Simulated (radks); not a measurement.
Spherical quantum dot in the effective-mass picture: electrons in a hard-walled sphere of radius 1.31, with a point charge +1 (a donor) at the centre, all in effective atomic units (hartree* = m*/eps^2 hartree, bohr* = eps/m* bohr), one dielectric constant everywhere. Method: non-relativistic Kohn-Sham, PBEsol, spin-polarised, spherical densities; computed with a radial shooting solver with Libxc functionals. Levels are named by radial order and angular momentum (1s, 1p, 1d, 2s, ...), and open shells are averaged over m. Results are scaled to m* = 0.048 and eps = 10.6, for which hartree* = 11.62 meV and bohr* = 11.69 nm.

N = 38, configuration 1s2 1p6 1d10 2s2 1f14 1g(up 4, down 0). This is the lowest configuration that the search found. Occupied and some empty levels:

| level | occupation | eigenvalue (meV) | <r> (nm) |
|---|---|---|---|
| 1s up | 1 | 470.29 | 9.269 |
| 1s down | 1 | 471.28 | 9.234 |
| 1p up | 3 | 493.47 | 10.15 |
| 1p down | 3 | 494.66 | 10.14 |
| 1d up | 5 | 528.06 | 10.68 |
| 1d down | 5 | 529.38 | 10.67 |
| 2s up | 1 | 565.89 | 6.848 |
| 2s down | 1 | 566.40 | 6.866 |
| 1f up | 7 | 573.19 | 11.07 |
| 1f down | 7 | 574.60 | 11.07 |
| 1g up | 4 | 628.13 | 11.38 |
| 1g down | 0 | 629.60 | 11.38 |
| 2p up | 0 | 635.99 | 7.971 |
| 2p down | 0 | 636.58 | 7.974 |
| 1h up | 0 | 692.37 | 11.63 |
| 1h down | 0 | 693.88 | 11.63 |
| 2d up | 0 | 710.98 | 8.694 |
| 2d down | 0 | 711.68 | 8.693 |
| 3s up | 0 | 726.49 | 7.353 |
| 3s down | 0 | 727.13 | 7.357 |

Energy (meV): total 12600.1, kinetic 5294.1, external -539.50, Hartree 8466.7, exchange-correlation -621.18.
